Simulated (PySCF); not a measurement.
Predicted microwave data (PBE0-D3(BJ)/def2-SVP geometry optimisation, gas phase (PySCF 2.14.0)) for one isomer of C4H6O2S:

| Property | Result |
| --- | --- |
| Rotational constants | A = 3986, B = 2130, C = 1984 MHz |
| Dipole components | \|μa\| = 4.53 D, \|μb\| = 0.00 D, \|μc\| = 1.01 D |
| Inertial defect | -109.34 u·Å² |
| κ | -0.85 |

Task: Which candidate fits, each taken in the one conformer that was computed?
A. `[O:1]=[S:2]1(=[O:3])[CH2:4][CH:5]=[CH:6][CH2:7]1` with O1–S2–C4–C5 -91°, S2–C4–C5–C6 -15°, C5–C6–C7–S2 15°, O1–S2–C7–C6 91°
B. `[CH3:1][S:2](=[O:3])(=[O:4])[C:5]1=[CH:6][CH2:7]1` with C1–S2–C5–C6 -144°
C. `[CH2:1]=[CH:2][S:3](=[O:4])(=[O:5])[CH:6]=[CH2:7]` with C1–C2–S3–O4 135°, C2–S3–C6–C7 -112°

Result: A. It is O=S1(=O)CC=CC1, an asymmetric top, point group Cs. The candidates at the same level (rigid rotor, commonest isotopes):

| SMILES | A (MHz) | B (MHz) | C (MHz) | μa (D) | μb (D) | μc (D) | Δ (u·Å²) | point group | rotor |
| --- | --- | --- | --- | --- | --- | --- | --- | --- | --- |
| CS(=O)(=O)C1=CC1 | 3828 | 1750 | 1645 | 2.38 | 2.12 | 2.54 | -113.52 | C1 | near-prolate asymmetric top |
| O=S1(=O)CC=CC1 | 3986 | 2130 | 1984 | 4.53 | 0.00 | 1.01 | -109.34 | Cs | asymmetric top |
| C=CS(=O)(=O)C=C | 3729 | 1789 | 1675 | 0.00 | 4.39 | 0.00 | -116.27 | C2 | asymmetric top |

`CS(=O)(=O)C1=CC1` has B 18 % too low; `C=CS(=O)(=O)C=C` has B 16 % too low. In the right answer the mirror of this Cs structure is the ac plane, so μb vanishes by symmetry. No structure here is proved a minimum.
